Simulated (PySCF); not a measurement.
Species: [GaCl4]- (charge -1).
SMILES: `[Cl][Ga-]([Cl])([Cl])[Cl]`

The calculation used PBE0-D3(BJ)/def2-SVP geometry optimisation, gas phase in PySCF.

Take the most abundant isotopes and a rigid rotor. 

Give the principal moments of inertia and the rotational constants in MHz.

Ia = 452.03, Ib = 453.35, Ic = 455.68 u·Å²; 505379 MHz·u·Å²/I gives A = 1118, B = 1115, C = 1109 MHz.

Classify the top.

A spherical top, as the point group Td requires three equal moments; the computed ones differ by 0.80 % because the geometry is symmetric only within the optimiser's tolerance.

The point group Td allows no dipole (computed: 0.03 D (about the centre of mass, as the species is charged)), so a rigid rotor has no electric-dipole lines.

Estimate the classical rotational partition function at 25 K, 100 K and 298.15 K.

Point group Td, symmetry number σ = 12; q = (√π/σ)·√((kT/h)³/(ABC)), k/h = 20836.6 MHz/K: 1490 at 25 K, 11900 at 100 K, 61500 at 298.15 K.

PBE0-D3(BJ)/def2-SVP frequencies: not computed here. Constants of a rigid frame at the computed geometry: no zero-point averaging, no centrifugal distortion.
